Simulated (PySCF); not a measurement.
# Bond lengths and vibrations by method: F2H3Si2

These are calculations, not measurements. The program is PySCF 2.14.0, an open-source quantum chemistry code, run on an isolated molecule that a program drew, which may never have been made. The molecule is F2H3Si2 (charge 0, doublet), drawn as the SMILES string `F[SiH](F)[SiH2]`.

The geometry was optimised and harmonic frequencies were computed with HF and MP2, all in the cc-pV(D+d)Z basis, for the commonest isotopes, with a restricted reference for singlets and an unrestricted one otherwise, and a frozen core in MP2. Each result is a local minimum of its method.

Geometry at the HF minimum:
```xyz
7
F2H3Si2, angstrom
F    -2.3956    0.0392   -1.6801
Si   -0.8334   -0.3215   -1.5713
F    -0.1298    0.8863   -0.7785
Si   -0.6101   -2.2746   -0.3043
H    -0.2927   -0.3141   -2.9355
H     0.8058   -2.6305   -0.0591
H    -1.3431   -3.4165   -0.8963
```

Lengths of the bonds as drawn, in Å (atoms numbered as above):
```
   bond     HF    MP2
 F1-Si2  1.607  1.626
 Si2-F3  1.607  1.626
Si2-Si4  2.339  2.331
 Si2-H5  1.467  1.473
 Si4-H6  1.480  1.482
 Si4-H7  1.480  1.482
```

Rotational constants, in GHz:
```
constant     HF    MP2
       A  6.509  6.304
       B  2.928  2.945
       C  2.221  2.205
```

Harmonic frequencies in cm^-1, each column in rising order, so a row needn't be the same motion in every method:
| rank | HF | MP2 |
|---|---|---|
| 1 | 107 | 111 |
| 2 | 165 | 157 |
| 3 | 230 | 219 |
| 4 | 330 | ? |
| 5 | 457 | 448 |
| 6 | 561 | 518 |
| 7 | 593 | 524 |
| 8 | 864 | 822 |
| 9 | 881 | 844 |
| 10 | 893 | 854 |
| 11 | 964 | 941 |
| 12 | 995 | 947 |
| 13 | 2309 | 2275 |
| 14 | 2323 | 2300 |
| 15 | 2376 | 2321 |

**Estimate the missing MP2 frequency from the HF column.**

A single factor s that minimises the squared misfit of MP2 against s times HF over the other rows is sum(HF x MP2) / sum(HF^2) = 0.9764, with an rms misfit of 23 cm^-1. For rank 4 it gives 0.9764 x 330 = 322 cm^-1. The calculation gives 314 cm^-1, 8 cm^-1 below the estimate. The drawn bonds are on average 0.5 % longer in MP2 than in HF.
